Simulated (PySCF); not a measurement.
CH3AlCl, multiplicity 2. Atoms are numbered in the order given.

```xyz
6

Al     0.7154    -0.4492     0.0000
C     -0.4899    -2.0116     0.0000
H     -1.1307    -1.9602    -0.8849
H     -1.1307    -1.9602     0.8849
H      0.0429    -2.9621     0.0000
Cl    -0.2437     1.4583     0.0000
```
Charge 0, spin multiplicity 2.

The structure is a stationary point at B3LYP-D3(BJ)/def2-TZVP. The spin state was assumed, not searched. The isomer is the one that the SMILES or the coordinates give; other isomers of the formula were not compared.

All values below come from TDA-LC-ωPBE/def2-SVPD (PySCF).

Vertical excitations. The molecule is in vacuum.

Computed lowest excited states:
```json
[
 {"state": "root 1", "energy (eV)": "2.68", "λ (nm)": "462", "f": "0.045", "main pairs": "α HOMO→LUMO 97 %"},
 {"state": "root 2", "energy (eV)": "5.21", "λ (nm)": "238", "f": "0.146", "main pairs": "α HOMO→LUMO+2 85 %"},
 {"state": "root 3", "energy (eV)": "5.26", "λ (nm)": "236", "f": "0.018", "main pairs": "α HOMO→LUMO+1 11 %, α HOMO→LUMO+3 9 %, β HOMO→LUMO 65 %"},
 {"state": "root 4", "energy (eV)": "5.86", "λ (nm)": "212", "f": "0.093", "main pairs": "α HOMO→LUMO+1 62 %, α HOMO→LUMO+3 10 %, β HOMO→LUMO 19 %"},
 {"state": "root 5", "energy (eV)": "6.00", "λ (nm)": "207", "f": "0.212", "main pairs": "α HOMO→LUMO+3 66 %, α HOMO→LUMO+1 18 %"},
 {"state": "root 6", "energy (eV)": "6.17", "λ (nm)": "201", "f": "0.011", "main pairs": "β HOMO−2→LUMO 80 %"},
 {"state": "root 7", "energy (eV)": "6.19", "λ (nm)": "200", "f": "0.005", "main pairs": "β HOMO−1→LUMO 86 %"},
 {"state": "root 8", "energy (eV)": "6.23", "λ (nm)": "199", "f": "0.002", "main pairs": "α HOMO−1→LUMO 39 %, α HOMO−3→LUMO 13 %, β HOMO→LUMO+1 33 %"},
 {"state": "root 9", "energy (eV)": "6.88", "λ (nm)": "180", "f": "0.011", "main pairs": "α HOMO−2→LUMO 71 %, β HOMO−1→LUMO+1 16 %"},
 {"state": "root 10", "energy (eV)": "6.89", "λ (nm)": "180", "f": "0.040", "main pairs": "α HOMO−1→LUMO 50 %, β HOMO→LUMO+1 39 %"}
]
```
Unrestricted roots are not spin-pure.
